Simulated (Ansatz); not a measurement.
Species, as SMILES: [BH2] (BH2), doublet.
Atoms: B1, H2, H3. Bonds: B1-H2, B1-H3.

Basis-set convergence of the optimised B1-H2 bond length at HF with Ansatz (a quantum-chemistry and plane-wave program). All functions are spherical. The program fits the integrals of some runs and decomposes those of others, by size. Open shells are unrestricted. No added dispersion term, no relativity. Reference: the value in pcseg-4, 1.1825 Å, itself unsure by roughly 0.0002 Å (its mean distance from aug-pcseg-3, aug-cc-pVQZ, cc-pV5Z). Deviations are taken from unrounded values.

```
basis              functions  optimised B1-H2 bond length (Å)  minus reference (Å)
-----------------  ---------  -------------------------------  -------------------
STO-3G                     7                           1.1614              -0.0211
3-21G                     13                           1.1852               0.0027
cc-pVDZ                   24                           1.1953               0.0128
def2-SVP                  24                           1.1944               0.0119
pcseg-1                   24                           1.1860               0.0035
6-311+G**                 34                           1.1847               0.0022
aug-pcseg-1               41                           1.1876               0.0051
def2-TZVP                 43                           1.1842               0.0017
def2-TZVPD                55                           1.1843               0.0018
jun-cc-pV(T+d)Z           67                           1.1836               0.0011
def2-TZVPPD               71                           1.1835               0.0010
6-311++G(3df,3pd)         75                           1.1829               0.0004
aug-cc-pVTZ               92                           1.1836               0.0011
cc-pVQZ                  115                           1.1828               0.0003
pcseg-3                  126                           1.1824              -0.0001
aug-cc-pVQZ              172                           1.1828               0.0003
aug-pcseg-3              183                           1.1824              -0.0001
cc-pV5Z                  201                           1.1827               0.0002
```

The smallest set listed that lies within 0.01 Å of the reference with all its larger relatives (same family, alike in diffuse functions; a set with none counts only in the reference's own line) is 3-21G (13 functions, 0.0027 Å off). (Relatives not listed, tested too: 6-31G* 0.0030, 6-31G** 0.0026, 6-311G** 0.0025, 6-311++G(2d,2p) 0.0006, pcseg-2 0.0005, def2-TZVPP 0.0010, aug-pcseg-2 0.0006, def2-QZVP 0.0002, def2-QZVPP 0.0002, def2-QZVPPD 0.0002, pcseg-4 0.0000 Å.)
